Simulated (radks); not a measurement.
Initial-state core-level shifts of the silver ion Ag3+ when its valence configuration changes from [Kr] 4d8. All-electron calculation, Dirac Kohn-Sham, PBE, spin-unpolarised, spherical densities, finite nucleus; open shells fill j = l - 1/2 first; Fermi nuclear charge, rms radius 4.5454 fm. Program: a radial shooting solver on a logarithmic mesh with Libxc functionals. Shifts are changes of the shell-averaged eigenvalues in eV (positive: less bound); the change of the density at the nucleus, which sets a Mossbauer isomer shift, is in e/bohr^3, on a base of 1.457e+05.

| valence | 2p | 3s | 3p | 4s | density at nucleus |
|---|---|---|---|---|---|
| 4d6 5s2 | -13.382 | -12.894 | -12.896 | -11.100 | +97.77 |
| 4d7 5s1 | -6.494 | -6.284 | -6.285 | -5.479 | +45.41 |
| 4d7.5 5p0.5 | -3.759 | -3.675 | -3.675 | -3.292 | +3.00 |
| 4d6.5 5p1.5 | -11.530 | -11.230 | -11.231 | -9.928 | +9.86 |
| 4d6 5p2 | -15.533 | -15.099 | -15.099 | -13.260 | +13.72 |
| 4d7 5p1 | -7.604 | -7.420 | -7.421 | -6.603 | +6.29 |
| 4d5.5 5s0.5 5p2 | -19.088 | -18.488 | -18.489 | -16.074 | +40.08 |
